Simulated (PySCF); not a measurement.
Electric field gradients and quadrupole coupling constants

Compound: C6H10ClN3.
Structure used (GFN2-xTB), in Å, numbered top down from 1:
```xyz
20
C6H10ClN3 angstrom
C     -1.8666    0.7333   -0.9328
C     -1.4367   -0.2671    0.1340
C      0.0006   -0.7571   -0.0786
C      0.3946   -1.8385    0.9256
N      0.9229    0.3540    0.0126
C      1.1756    1.1729    1.0710
N      2.0613    2.0703    0.7614
N      2.4255    1.8756   -0.5144
C      1.7478    0.8567   -0.9544
Cl     1.8400    0.1959   -2.5073
H     -1.8047    0.2870   -1.9230
H     -2.8927    1.0471   -0.7603
H     -1.2340    1.6184   -0.9149
H     -2.0971   -1.1353    0.1097
H     -1.5206    0.1901    1.1220
H      0.0984   -1.1514   -1.0967
H     -0.2346   -2.7139    0.7911
H      1.4318   -2.1317    0.7783
H      0.2766   -1.4801    1.9455
H      0.7066    1.0843    2.0281
```

Field gradients from the PBE0/pcSseg-1 density (PySCF, non-relativistic), principal values in atomic units, ordered |Vxx| ≤ |Vyy| ≤ |Vzz|:

```
atom      Vxx      Vyy      Vzz
  N5   0.2575   0.3449  -0.6024
  N7   0.4176   0.6629  -1.0805
  N8   0.3447   0.6918  -1.0365
Cl10  -1.9211  -2.1309   4.0520
```

**Question.** Find the asymmetry η = (Vxx − Vyy)/Vzz and the couplings χ = eQV/h (234.96 MHz × Q in barn × V in au), with Q(14N) = 0.02044 b, Q(35Cl) = −0.0817 b.

**Answer.** 
```
atom             environment  nucleus     η  χzz (MHz)  χxx (MHz)  χyy (MHz)
  N5   pyrrole-type nitrogen      14N  0.15     -2.893      1.236      1.656
  N7  pyridine-type nitrogen      14N  0.23      -5.19       2.01       3.18
  N8  pyridine-type nitrogen      14N  0.33     -4.978      1.655      3.323
Cl10           aryl chlorine     35Cl  0.05     -77.78      36.88      40.91
```

**Question.** What is Vzz at N8 in SI units (1 au = 9.71736 × 10²¹ V/m²)?

**Answer.** -1.0365 au = -10.072 × 10²¹ V/m².

**Question.** And the gradient at the other heavy atoms, for which no coupling is worked out here?

**Answer.** 
| atom | environment | Vzz (au) | η |
| --- | --- | --- | --- |
| C1 | methyl carbon | 0.074 | 0.15 |
| C2 | chain CH2 carbon | 0.075 | 0.56 |
| C3 | sp3 carbon bound to nitrogen | 0.358 | 0.17 |
| C4 | methyl carbon | 0.089 | 0.18 |
| C6 | aromatic CH next to a ring nitrogen | -0.247 | 0.27 |
| C9 | aromatic C–Cl carbon | 0.264 | 0.23 |

Were the hydrogens deuterons (Q(2H) = 0.00286 b), χzz would run from 188 kHz (H16) to 232 kHz (H20).

The structure is a single GFN2-xTB conformer in the gas phase; no vibrational or solvent corrections. GFN2-xTB bond lengths can be off by several hundredths of an ångström, more for odd bonds, and the gradients follow them. With a basis this small, the couplings can be 20 % off.

These values come from a run that also computed NMR shieldings. Time: 50 s of wall time. Hardware: one thread of an Arm Neoverse V2, no GPU, shared host.
